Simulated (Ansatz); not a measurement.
Si27H34, a nanocrystal cut from hexagonal silicon. Charge 0, multiplicity 1. Geometry PBE-D4/def2-SVP.

Cartesian coordinates in Å:
```
Si -4.352 -0.011 -1.283
Si -3.092 -1.989 -1.132
Si -1.929 -2.490 -3.132
Si -2.738 -1.456 2.673
Si -1.568 -1.782 0.646
Si -0.300 -3.758 0.765
Si 0.394 -2.336 -2.759
Si 0.737 -4.174 -1.322
Si 1.247 -3.560 2.523
Si -2.945 1.832 -1.663
Si -1.769 1.681 -3.711
Si -2.595 2.329 2.146
Si -2.113 0.588 3.654
Si -1.423 2.002 0.120
Si -0.136 0.038 0.236
Si 0.541 1.461 -3.285
Si 1.034 -0.288 -1.789
Si 0.205 0.557 4.051
Si 1.377 0.229 2.025
Si 2.673 -1.728 2.159
Si 3.351 -0.320 -1.374
Si 3.978 -1.962 0.199
Si -0.009 3.836 -0.288
Si 1.033 3.591 -2.399
Si 1.538 4.008 1.472
Si 2.818 2.044 1.634
Si 4.117 1.636 -0.303
H -5.385 -0.124 -2.378
H -5.072 0.199 0.028
H -4.021 -3.140 -0.817
H -2.222 -3.928 -3.486
H -2.403 -1.632 -4.274
H -4.222 -1.463 2.401
H -2.431 -2.593 3.617
H -1.243 -4.899 1.068
H 1.149 -2.532 -4.053
H 0.044 -5.359 -1.952
H 2.190 -4.530 -1.154
H 0.486 -3.328 3.807
H 2.047 -4.831 2.670
H -3.782 3.091 -1.684
H -2.316 0.582 -4.582
H -1.956 2.986 -4.447
H -4.077 2.371 1.867
H -2.195 3.654 2.748
H -2.862 0.797 4.950
H 1.295 1.242 -4.576
H 0.547 -0.555 5.013
H 0.637 1.862 4.673
H 3.605 -1.590 3.342
H 4.088 -0.531 -2.676
H 3.906 -3.363 -0.347
H 5.416 -1.687 0.568
H -0.861 5.084 -0.317
H 0.423 4.607 -3.335
H 2.510 3.870 -2.320
H 0.776 4.191 2.763
H 2.432 5.207 1.275
H 3.750 2.163 2.818
H 4.142 2.836 -1.212
H 5.534 1.366 0.142
```

Single mean-field runs in def2-SVP are fitted with def2-universal-jkfit.

(1) Estimate the orbital energies around the gap (eV) in Ansatz with PBE-D4/def2-SVP, r2SCAN-D4/def2-SVP, PBE0-D4/def2-SVP.

## Answers

(1) 
| orbital | PBE-D4/def2-SVP | r2SCAN-D4/def2-SVP | PBE0-D4/def2-SVP |
| --- | --- | --- | --- |
| HOMO−9 | -6.82 | -7.13 | -7.86 |
| HOMO−8 | -6.79 | -7.10 | -7.82 |
| HOMO−7 | -6.74 | -7.04 | -7.76 |
| HOMO−6 | -6.74 | -7.04 | -7.76 |
| HOMO−5 | -6.44 | -6.72 | -7.42 |
| HOMO−4 | -6.44 | -6.72 | -7.42 |
| HOMO−3 | -6.26 | -6.53 | -7.23 |
| HOMO−2 | -6.24 | -6.52 | -7.21 |
| HOMO−1 | -6.01 | -6.27 | -6.95 |
| HOMO | -6.01 | -6.27 | -6.95 |
| LUMO | -2.40 | -2.34 | -1.78 |
| LUMO+1 | -2.26 | -2.18 | -1.63 |
| LUMO+2 | -2.26 | -2.18 | -1.63 |
| LUMO+3 | -2.14 | -2.05 | -1.49 |
| LUMO+4 | -2.06 | -2.00 | -1.43 |
| LUMO+5 | -2.06 | -2.00 | -1.43 |
